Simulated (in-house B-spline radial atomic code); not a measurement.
Radial electron density of the magnesium ion Mg³⁺, [He] 2s2 2p5. All numbers are computed (non-relativistic CAM-B3LYP, spin-polarised, spherical fractional occupations, exact exchange averaged over the configuration; point nucleus) with a radial B-spline atomic code at the basis-set limit, not measured.

Columns: r (bohr), 4πr²n(r) (electrons per bohr), bar.

```
 0.00491   0.2958 #
 0.00573    0.395 #
 0.00669   0.5261 ##
 0.00781    0.698 ##
 0.00911   0.9205 ###
  0.0106    1.202 ####
  0.0124    1.576 #####
  0.0145    2.049 #######
  0.0169    2.628 #########
  0.0197    3.339 ###########
   0.023    4.205 ##############
  0.0269     5.24 #################
  0.0313    6.387 #####################
  0.0366    7.697 #########################
  0.0427    9.062 ##############################
  0.0498    10.42 ##################################
  0.0581    11.65 #######################################
  0.0678    12.64 ##########################################
  0.0791    13.22 ############################################
  0.0924    13.29 ############################################
   0.108    12.76 ##########################################
   0.126    11.72 #######################################
   0.147    10.32 ##################################
   0.171    8.904 #############################
     0.2    7.729 ##########################
   0.233    7.168 ########################
   0.272    7.328 ########################
   0.318    8.126 ###########################
   0.371    9.195 ##############################
   0.433    10.07 #################################
   0.505    10.31 ##################################
   0.589    9.678 ################################
   0.688    8.219 ###########################
   0.802    6.275 #####################
   0.936    4.239 ##############
    1.09    2.525 ########
    1.28    1.248 ####
    1.49   0.5424 ##
    1.74   0.1915 #
    2.03  0.05475 
    2.36  0.01256
```

On this grid the curve has 2 maxima, near 0.0924, 0.505 bohr.

The 2p down radial function P(r) = rR(r), positive near the nucleus:

```tsv
r (bohr)	P
0.00491	0.001312
0.00669	0.00241
0.00911	0.004406
0.0124	0.008004
0.0169	0.01448
0.023	0.02586
0.0313	0.04563
0.0427	0.07949
0.0581	0.1348
0.0791	0.222
0.108	0.3534
0.147	0.5322
0.2	0.7511
0.272	0.9769
0.371	1.149
0.505	1.187
0.688	1.048
0.936	0.7637
1.28	0.4308
1.74	0.1783
2.36	0.04857
```
